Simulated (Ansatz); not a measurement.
AsF₃GaH₃, SMILES `[F][Ga-]([F])([F])[AsH3+]`. Total charge 0; spin multiplicity 1.

```xyz
8

F     2.3762    0.1261    0.6074
Ga    1.0264   -0.9578    0.3355
F     1.0450   -1.9030   -1.1400
F     0.2938   -1.6928    1.7477
As   -0.8076    0.7556   -0.2645
H    -0.4369    2.2105   -0.2972
H    -2.0223    0.8254    0.6157
H    -1.4747    0.6360   -1.6046
```

Problem. List the harmonic frequencies (cm⁻¹, unscaled) at PBE0-D4/def2-TZVP in Ansatz. (Estimate.)

Solution. Computed: 61i, 77, 77, 159, 179, 180, 215, 341, 341, 631, 701, 701, 884, 1005, 1005, 2312, 2334, 2334.

Problem. Is this a minimum?

Solution. No: 1 imaginary mode, so it is a saddle point.
